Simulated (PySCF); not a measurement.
C5H9N, SMILES C=CC1(N)CC1.

The structure is a stationary point at PBE0-D3(BJ)/def2-SVP. The values are those of a single conformer.

All values below come from PBE0-D3(BJ)/def2-SVP in PySCF 2.14.0.

No scaling factor is applied to the harmonic values.

```
mode  ν (cm⁻¹)  IR (km/mol)  moving atoms (share of kinetic energy)
----  --------  -----------  --------------------------------------
1          139          0.4                          C 61 %, H 35 %
2          213         38.5                                  H 91 %
3          272          2.6                  C 42 %, H 34 %, N 24 %
4          322          1.2                          H 58 %, C 38 %
5          379          7.1                  C 42 %, H 32 %, N 26 %
6          433          4.7                  H 46 %, C 41 %, N 13 %
7          505          4.9                          C 64 %, H 29 %
8          697          9.0                          H 58 %, C 41 %
9          742          9.6                  C 41 %, H 34 %, N 25 %
10         773          0.2                                  H 95 %
11         812        104.9                  H 73 %, N 17 %, C 11 %
12         905         23.1                          C 58 %, H 42 %
13         916         39.3                          H 51 %, C 41 %
14         940          4.2                          H 71 %, C 24 %
15         943         27.0                          H 67 %, C 33 %
16        1004          7.2                          H 72 %, C 22 %
17        1030          9.3                          H 88 %, C 11 %
18        1045         18.4                          H 66 %, C 31 %
19        1054          6.5                          H 57 %, C 40 %
20        1077          3.0                          C 51 %, H 47 %
21        1173          0.1                          H 76 %, C 24 %
22        1192          3.7                          H 61 %, C 32 %
23        1297          3.2                          H 74 %, C 25 %
24        1349          1.6                          H 64 %, C 34 %
25        1380         12.1                          C 52 %, H 42 %
26        1427          3.8                           H 91 %, C 9 %
27        1436          5.9                          H 56 %, C 42 %
28        1493          7.8                          H 55 %, C 45 %
29        1623         31.2                           H 89 %, N 9 %
30        1737         29.0                          C 89 %, H 11 %
31        3141         11.9                                  H 95 %
32        3147          4.6                                  H 94 %
33        3164          5.8                                  H 94 %
34        3178          6.9                                  H 92 %
35        3238          0.2                          H 89 %, C 11 %
36        3248          7.8                          H 89 %, C 11 %
37        3277          3.0                          H 89 %, C 11 %
38        3542          1.1                                  H 95 %
39        3642          4.5                           H 92 %, N 8 %
```
